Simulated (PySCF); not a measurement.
Dipole response of I⁺ (iodine, charge +1)

[Kr] 4d10 5s2 5p4, high-spin 3P determinant. Calculation: PySCF 2.14, in x2c-QZVPPall with one added diffuse shell each of s, p, d, f type (14s10p8d5f1g, 128 functions); the spin-free X2C one-electron Hamiltonian (Gaussian nucleus). Coupled (time-dependent) response in atomic units; α is the mean over directions.

```json
{"method": "UHF", "mean α (bohr³)": "20.06", "α xx, yy, zz": "19.69, 20.79, 19.69", "C₆ (like pair)": "174.4", "S(−4)": "72.72"}
{"method": "PBE", "mean α (bohr³)": "20.60", "α xx, yy, zz": "20.01, 21.76, 20.01", "C₆ (like pair)": "179.0", "S(−4)": "80.32"}
```

S(−4) is the Cauchy moment in α(ω) = α(0) + S(−4) ω² + …

Spin-orbit coupling is absent.

α(iu) at UHF:

```csv
u (hartree),α(iu) (bohr³)
0,20.06
0.0500,19.88
0.100,19.36
0.200,17.57
0.300,15.29
0.500,11.03
0.750,7.413
1.00,5.271
1.50,3.122
2.00,2.131
3.00,1.233
5.00,0.5907
```

For an ion, C₆ is the dispersion term alone; charge-induced terms of lower order in 1/R come first.

The components differ because the open shell of this determinant is not spherical; for a pure term their mean is the scalar polarisability.
